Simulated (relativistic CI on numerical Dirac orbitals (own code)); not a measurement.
## Ho V: sensitivity of the levels to the model

Base calculation: Dirac-Coulomb-Breit CI, orbitals from a KLI potential per configuration, model QED (radiative potential, 1s self-energy scaled to tabulated hydrogen-like ionisation energies), valence Slater integrals scaled by 0.85, P86 correlation energy added to each configuration.

Configuration list (outside the closed core [Kr] 4d10): 4f9 5s2 5p6, 4f11 5s2 5p4, 4f10 5s2 5p5, 4f8 5s2 5p6 6s, 4f8 5s2 5p6 7s, 4f11 5p6, 4f10 5s 5p6. The list is cut by size and lacks configurations that can hold low levels.

Variants: (1) Slater integrals left unscaled; (2) no correlation estimate; (3) QED terms removed; (4) non-relativistic limit. Shifts of the energy above 4f9 5s2 5p6 6H°_15/2, in cm⁻¹, for the lowest level and the first level of each name with at least 55 % of one term (blank where a level changes its place among those of its configuration and J or its character, or is not in the variant):

```
               Level     Base     Δ(1)  Δ(2)   Δ(3)      Δ(4)
4f9 5s2 5p6 6H°_15/2      0.0      0.0   0.0    0.0       0.0
4f9 5s2 5p6 6H°_13/2   4221.8    -95.0   0.0  -21.8   -4221.8
4f9 5s2 5p6 6H°_11/2   6948.9    +23.6  +0.1  -29.6   -6948.9
 4f9 5s2 5p6 6H°_9/2   9099.0    +80.6  +0.1  -37.2   -9099.0
4f9 5s2 5p6 6F°_11/2   9646.0  +1081.5  +0.4  -15.7   -2702.6
 4f9 5s2 5p6 6H°_7/2  10790.8   +100.6  +0.1  -44.6  -10790.8
 4f9 5s2 5p6 6F°_9/2  10851.7  +1351.4  +0.6  -12.2   -3908.4
 4f9 5s2 5p6 6H°_5/2  12037.7   +127.0  +0.2  -49.4  -12037.7
 4f9 5s2 5p6 6F°_7/2  13297.9  +1216.9  +0.5  -27.4   -6354.6
 4f9 5s2 5p6 6F°_5/2  15022.6  +1200.9  +0.5  -35.5   -8079.3
 4f9 5s2 5p6 6F°_3/2  15864.3  +1332.2  +0.5  -34.5   -8921.0
 4f9 5s2 5p6 6F°_1/2  16548.2  +1305.2  +0.4  -38.9   -9604.9
 4f9 5s2 5p6 4F°_9/2  22276.7  +3370.4  +1.7  -14.4          
4f9 5s2 5p6 4G°_11/2  24713.0  +3803.8  +2.0  -13.0          
4f9 5s2 5p6 4M°_21/2  24889.7  +3944.5  -0.4  -15.0   -1127.9
4f9 5s2 5p6 4M°_19/2  26480.8  +4150.3  -0.3  -15.3   -2719.0
4f9 5s2 5p6 4I°_13/2  26633.9  +3860.9  +0.8  -21.0   -3420.7
 4f9 5s2 5p6 4F°_7/2  27673.1  +3657.1  +1.7  -29.3   -4277.2
4f9 5s2 5p6 4I°_11/2  29284.4  +3928.5  +0.9  -30.3          
4f9 5s2 5p6 4M°_17/2  30966.7  +4050.8  -0.1  -38.9          
 4f9 5s2 5p6 4I°_9/2  31229.5  +3989.9  +0.9  -37.0          
4f9 5s2 5p6 4L°_19/2  32356.4  +4473.9  -0.1  -35.8   -3191.5
```

At this charge configurations can still be misplaced by up to about 7 % of their energy. Levels and lines within the n = 5 or 6 shells can be off by up to 10 % or somewhat more, and those that change n by about 2 %, since core polarisation is missing.

Ionisation energy from the two ground configurations alone: base 74.49 eV; Slater integrals left unscaled 74.16 eV; no correlation estimate 73.04 eV.

LS names give the leading component of a level, which can be under half, so a name can repeat, a term be missing and a line seem to break the LS rules.
